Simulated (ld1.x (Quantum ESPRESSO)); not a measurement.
## Building the TM potential for Cr (LDA (PZ), scalar-relativistic).

ld1.x (Quantum ESPRESSO) 7.5 input, shortened:

```
&input
   title='Cr', zed=24., rel=1, dft='PZ', iswitch=3,
   config='[Ar] 3d5 4s1 4p0'
 /
 &inputp
   pseudotype=2, tm=.true., lloc=1,
   nlcc=.false.
 /
3
4S  1  0   1.00   0.00  2.05  2.05  0.0
3D  3  2   5.00   0.00  1.40  1.40  0.0
3P  2  1   6.00   0.00  1.25  1.25  0.0
 &test
   configts(1)='3p6 3d5 4s1 4p0'
 /
```

All-electron outer shells of the reference configuration (LDA (PZ), scalar-relativistic, ld1.x):

| shell | level (eV) | outermost node (bohr) | outermost maximum (bohr) |
| --- | --- | --- | --- |
| 2p | -560.31 | – | 0.20 |
| 3s | -73.56 | 0.36 | 0.78 |
| 3p | -45.35 | 0.33 | 0.80 |
| 4s | -4.20 | 1.12 | 2.74 |
| 3d | -3.13 | – | 0.84 |
| 4p | -1.08 | 1.25 | 3.85 |

Question: Estimate the cutoffs (Ry, on a coarse ladder) from which the occupation-weighted sum of valence levels, in a spherical-Bessel basis at the reference potential, stays within 10 and 1 mRy of its value at 400 Ry.

Answer: 100 Ry and 120 Ry.

Question: What does a ghost test show?

Answer: Ghost state, extra bound levels that the all-electron valence spectrum of the same l lacks: s at -64.6 eV. A true bound ghost makes a file unfit for plane-wave use.

Question: Which valence shell sets the plane-wave cutoff?

Answer: 3d: its level needs 110 Ry to come within 1 mRy, against 55 Ry for 3p.

Question: Tests: 3p6 3d5 4s0 4p0; 3p6 3d4 4s0 4p0; 3p6 3d3 4s0 4p0; 3p6 3d2 4s0 4p0; 3p6 3d6 4s0 4p0; 3p5 3d5 4s1 4p0; 3p6 3d4 4s1 4p0. Which has the largest error in its energy relative to the reference configuration, and how large is it?

Answer: 3p6 3d2 4s0 4p0, with +159 meV (all-electron minus pseudo) on +103.14 eV.
